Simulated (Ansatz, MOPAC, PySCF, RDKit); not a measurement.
Complex: SiH4 (SMILES [SiH4]) (first 5 atoms) with C3H4 (SMILES C=C=C); geometry from B3LYP-D3(BJ)/def2-TZVP, rigid monomers moved along the line of their centres of mass till Si1···C6 is 3.29 Å.
(charge 0, multiplicity 1):
```xyz
12

Si    -0.11373     0.34636     0.25170
H      1.22810     0.62145     0.80930
H     -0.01520     0.24655    -1.22423
H     -1.03985     1.44552     0.60097
H     -0.62712    -0.93335     0.78729
C     -0.44326     1.00979     3.46082
C      0.06193    -0.18828     3.47550
C      0.56697    -1.38560     3.47725
H      0.18333     1.88274     3.31874
H     -1.50676     1.17448     3.58925
H      0.65860    -1.95494     2.55938
H      0.91127    -1.85171     4.39307
```

Interaction energies are E(AB) − E(A) − E(B) at the monomers' geometry in the complex; basis-set methods are counterpoise corrected.

The state reached by AM1 isn't checked.

The values were computed with Ansatz (an electronic-structure program) with Gaussian orbitals; MOPAC for AM1 (differences of heats of formation); PySCF for the dispersion terms; RDKit for the force fields. 

**Question.** One of these levels gives 7.22 kcal/mol for the interaction energy. Name it.
A) PBE/def2-TZVPPD
B) AM1
C) B3LYP-D4/def2-TZVPPD
D) MMFF94

**Answer.** D, MMFF94. The others give 3.74 (AM1), 0.95 (PBE/def2-TZVPPD), -0.70 (B3LYP-D4/def2-TZVPPD)
